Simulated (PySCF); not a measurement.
## Radial density of Pd⁺ (palladium, charge +1)

MN15, [Kr] 4d9, 2D determinant. Calculation: PySCF 2.14, in cc-pVDZ-PP with ECP28MDF (4s4p3d1f, 38 functions); scalar relativity through the core potential. This is the valence pseudo-density: the core potential removes the inner electrons and smooths the orbitals near the nucleus.

```tsv
r (bohr)	4πr²ρ (e/bohr)	4πr²(ρα − ρβ)
0.0187	1.366e-05	0.0000
0.0314	3.455e-05	0.0000
0.0528	8.234e-05	0.0000
0.0888	0.0003160	0.0000
0.149	0.003313	0.0002
0.251	0.05499	0.0033
0.423	1.300	0.0513
0.711	12.30	0.4398
1.20	13.54	0.7741
2.01	3.084	0.2908
3.38	0.2624	0.0205
5.69	0.005305	0.0002
```

Energies and moments cover only the electrons outside the core potential.
